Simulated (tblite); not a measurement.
All values are computed: GFN2-xTB (tblite) harmonic vibrations without scaling, gas phase. Errors from tens to a few hundred cm⁻¹ against measured bands are possible. Modes of hydrogen on boron and silicon can be 10 to 20 % off. One conformer each. Thermal functions are those of the rigid rotor and harmonic oscillator, without mixing of conformers.

Question: Order these by their zero-point energy, highest first (kcal/mol).
A. `ClC(Cl)C[Si@H](C)C#N`
B. `O1[C@H](CF)[C@H](CO)[C@H]1F`
C. `O1CC(COB1)C(Cl)(Cl)Cl`
D. `CCO[C@@H](F)[C@@H]1O[C@H]1F`

Answer: B (80.7), D (80.0), C (64.7), A (62.5).

| SMILES | atoms | mass (u) | symmetry number | modes under 300 cm⁻¹ | ZPE (kcal/mol) | S translation (cal/(mol K)) | S rotation | S vibration | S | Cp |
| --- | --- | --- | --- | --- | --- | --- | --- | --- | --- | --- |
| OC[C@@H]1[C@@H](F)O[C@@H]1CF | 17 | 138.05 | 1 | 6 | 80.7 | 38.7 | 28.2 | 17.9 | 84.9 | 25.8 |
| CCO[C@@H](F)[C@@H]1O[C@H]1F | 17 | 138.05 | 1 | 7 | 80.0 | 38.7 | 28.4 | 20.4 | 87.6 | 26.8 |
| ClC(Cl)(Cl)C1COBOC1 | 16 | 201.95 | 1 | 8 | 64.7 | 39.9 | 29.8 | 17.9 | 87.6 | 29.6 |
| C[Si@H](C#N)CC(Cl)Cl | 15 | 166.97 | 1 | 9 | 62.5 | 39.3 | 29.5 | 24.7 | 93.4 | 31.2 |

Entropies and Cp are for 200 K and 1 bar.
